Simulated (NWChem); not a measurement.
System: C2H8N cation; SMILES C[NH2+]C

All runs: NWChem. Geometry: optimised at PBE0/def2-SVP. Level M06-2X/def2-SVP: energy and gradient on several grids; changes count from the extra-fine grid, which is no exact limit either.

| grid | size of the energy change (μHa) | largest change of a gradient component (μHa/bohr) | time, medium = 1 (rough) |
|---|---|---|---|
| xcoarse | 7000 | 2000 | about 1 |
| coarse | 40 | 700 | about 1 |
| medium | 10 | 200 | about 1 |
| fine | < 10 | < 30 | about 1 |
| xfine | < 10 | < 30 | 3 |
